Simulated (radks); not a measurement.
Values are calculated unless marked as measured or tabulated.
Task: These are the eigenvalues of the occupied orbitals of an atom or ion with whole-number occupations (hartree). Code: a radial shooting solver on a logarithmic mesh with Libxc functionals. Model: Dirac Kohn-Sham, PBE, spin-unpolarised, spherical densities, finite nucleus; Fermi nuclear charge, rms radius of each element as measured or else 0.836 A^(1/3) + 0.57 fm.

orbital  eigenvalue
1s1/2     -1903.647
2s1/2     -315.5360
2p1/2     -299.8891
2p3/2     -272.4499
3s1/2     -70.06802
3p1/2     -63.25889
3p3/2     -57.59326
3d3/2     -45.85753
3d5/2     -44.62107
4s1/2     -13.99065
4p1/2     -11.32384
4p3/2     -10.06841
4d3/2      -5.67833
4d5/2      -5.45241
5s1/2      -1.97484
5p1/2      -1.26396
5p3/2      -1.10524
6s1/2      -0.32447
4f5/2      -0.30759
4f7/2      -0.28027

Which element is it, and in what charge state? The configuration may be excited. Open shells, if any, fill j = l - 1/2 first.

Result: Z = 65, terbium, charge +1: Tb+ in [Kr] 4d10 4f10 5s1 5p6 6s1. The list shows which subshells hold electrons but not how many an open one holds; the 1s level, -1903.6 hartree, gives Z - s = 61.7 by -(Z - s)^2/2, which with screening and relativity narrows Z to a few neighbours, and the depths of the outer levels then fix element, charge and occupations together.
